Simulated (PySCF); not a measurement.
FHSi, charge +1, multiplicity 2. Atoms are numbered in the order given.

```xyz
3

Si     0.1262     0.5433     0.0000
H     -1.1724     1.3219     0.0000
F     -0.0661    -0.9920     0.0000
```
Charge +1, spin multiplicity 2.

Coordinates come from a TPSSh-D3(BJ)/def2-TZVPD optimisation. The spin state was assumed, not searched. The isomer is the one that the SMILES or the coordinates give; other isomers of the formula were not compared.

Computed with PySCF with TDA-PBE/def2-TZVPD.

Vertical excitations. Isolated molecule, no solvent.

Computed UV-visible absorptions:
```csv
state,energy (eV),λ (nm),f,main pairs
root 1,3.17,392,0.016,α HOMO→LUMO 98 %
root 2,5.54,224,0.024,β HOMO→LUMO 91 %
root 3,6.04,205,0.002,β HOMO−1→LUMO 98 %
root 4,6.28,197,0.010,"α HOMO→LUMO+1 87 %, β HOMO−2→LUMO 11 %"
root 5,6.32,196,0.016,"α HOMO→LUMO+1 10 %, α HOMO−2→LUMO 7 %, β HOMO−2→LUMO 77 %"
root 6,6.68,185,0.000,"α HOMO−1→LUMO 48 %, β HOMO→LUMO+1 41 %"
root 7,7.21,172,0.003,"α HOMO−2→LUMO 61 %, β HOMO−1→LUMO+1 34 %"
root 8,7.41,167,0.013,"α HOMO−1→LUMO 40 %, α HOMO−3→LUMO 37 %, β HOMO→LUMO+1 18 %"
root 9,7.74,160,0.014,"α HOMO−3→LUMO 24 %, α HOMO−1→LUMO 5 %, β HOMO−2→LUMO+1 37 %, β HOMO→LUMO+1 31 %"
root 10,8.06,154,0.077,"α HOMO→LUMO+2 49 %, β HOMO−3→LUMO 33 %, β HOMO−1→LUMO+1 12 %"
```
Unrestricted roots are not spin-pure.
